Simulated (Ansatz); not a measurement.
Relaxation of C$_{2}$H$_{9}$AlOSi (14 atoms, charge 0, multiplicity 1), to a largest force component of 0.015 eV/Å in at most 40 steps.

All numbers below come from RKS PBE-D4/6-31G in Ansatz 0.2.0.

```xyz
14
Properties=species:S:1:pos:R:3
C -2.053 -0.544 1.037
Al -0.283 -1.299 1.109
O 0.789 -1.249 -0.405
C 1.693 -0.079 -0.437
Si 1.962 0.412 1.384
H -2.856 -1.262 1.256
H -2.255 -0.097 0.011
H -2.139 0.341 1.759
H 0.249 -1.936 2.509
H 2.669 -0.333 -0.922
H 1.215 0.694 -0.918
H 2.814 1.634 1.367
H 2.695 -0.671 2.166
H 0.707 0.649 2.046
```

Q: Where does it end, and by what steps?

A: It converged. Limits of this set-up: no polarisation functions. After 18 steps the energy has fallen by 0.990 eV; H9 moved furthest, 1.83 Å.

| step | energy less start (eV) | largest force component (eV/Å) | accepted |
| --- | --- | --- | --- |
| 0 | 0.0000 | 2.868 | yes |
| 1 | -0.5475 | 0.979 | yes |
| 2 | -0.6787 | 0.654 | yes |
| 3 | -0.7375 | 0.597 | yes |
| 4 | -0.7898 | 0.280 | yes |
| 5 | -0.8140 | 0.168 | yes |
| 6 | -0.8530 | 0.183 | yes |
| 7 | -0.8908 | 0.142 | yes |
| 8 | -0.9225 | 0.181 | yes |
| 9 | -0.9514 | 0.257 | yes |
| 10 | -0.9678 | 0.214 | yes |
| 11 | -0.9754 | 0.146 | yes |
| 12 | -0.9831 | 0.138 | yes |
| 13 | -0.9865 | 0.072 | yes |
| 14 | -0.9884 | 0.080 | yes |
| 15 | -0.9894 | 0.052 | yes |
| 16 | -0.9899 | 0.035 | yes |
| 17 | -0.9902 | 0.023 | yes |
| 18 | -0.9902 | 0.011 | yes |

```xyz
14
Properties=species:S:1:pos:R:3
C -2.134 -0.516 0.891
Al -0.637 -1.796 1.079
O 0.978 -1.367 0.519
C 1.565 -0.176 -0.056
Si 2.415 0.846 1.363
H -3.102 -1.021 1.049
H -2.149 -0.047 -0.109
H -2.053 0.299 1.634
H -0.690 -3.280 1.703
H 2.320 -0.481 -0.802
H 0.817 0.457 -0.576
H 3.046 2.127 0.843
H 3.478 0.009 2.037
H 1.353 1.205 2.386
```

Whether the end is a true minimum wasn't checked by a vibrational analysis.

The run took 3.3 min on 1 thread of Intel(R) Xeon(R) Processor @ 2.50GHz (Skylake/Cascade Lake), on a shared host, peak memory 0.19 GiB.
